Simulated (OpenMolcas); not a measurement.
# Pt2+: moving or changing the point charges

Pt2+ among 6 point charges of -1.7 e arranged as an octahedron (Oh), 2.12 Å from the ion.
```
   2.1200    0.0000    0.0000  -1.70
   0.0000    2.1200    0.0000  -1.70
  -2.1200    0.0000    0.0000  -1.70
   0.0000   -2.1200    0.0000  -1.70
   0.0000    0.0000    2.1200  -1.70
   0.0000    0.0000   -2.1200  -1.70
```

* Program: OpenMolcas 26.06
* Method: SS-CASPT2, IPEA 0.25 Eh, imaginary shift 0.1 Eh (closed shells correlated: 5s 5p)
* Basis: ANO-RCC-VDZP [7s6p4d2f]
* Scalar Hamiltonian: DKH2, point nucleus
* Active space: 8 electrons in 5 orbitals (5d)
* State averaging: 2S+1 = 3 even, 10 roots; 2S+1 = 1 even, 15 roots
* Spin-orbit coupling: RASSI with atomic mean-field integrals over the reference wave functions

Runs around this geometry, states (labels of O, the rotations of Oh). Energies in cm-1 above the lowest state or level, χT in cm3 K/mol; 10Dq and B are least-squares fits to the states below 45000 cm-1, weighted by degeneracy, with a free offset, and given where the rms deviation is under 5 % of |10Dq| (or 100 cm-1) and under 700 cm-1.

```csv
R (Å),q (e),Ground state,First state of that spin,10Dq,B (rms of fit),First gap with spin-orbit (degeneracies),χT at 300 K,First state of another spin
2.12,-1.36,3A2,3T2 7630,,,"5310 (3, 2)",2.427,1E 11450
2.12,-1.7,3A2,3T2 9900,9586,751 (335),"6740 (3, 2)",2.290,1E 11650
2.3,-1.7,3A2,3T2 6760,,,"4680 (3, 2)",2.485,1E 11340
```

Taking the first state of the same spin as R^-n, n = -ln(6760 / 9900) / ln(2.3 / 2.12) = 4.7 between the shortest and longest distance.

Scaling the charges by -1.36 / -1.7 = 0.80 scales the first state of the same spin by 7630 / 9900 = 0.77; with fixed orbitals a first-order splitting would follow the charge.

Roots that are degenerate in the reference are averaged as groups; the widest CASPT2 spread within a group is 230 cm-1 (the 3-fold group of multiplicity 3 near 6760 cm-1 above the lowest state of its run, R = 2.3, q = -1.7). Shifts and gaps below about the spread of the groups concerned are not significant. Real 4d8 and 5d8 ions are as a rule square planar and diamagnetic. Free-ion shares, where given, are those of the reference states; single-state CASPT2 does not remix them. Point charges carry no covalency, so the field is a model and not that of real ligands. No measured value stands beside these numbers.
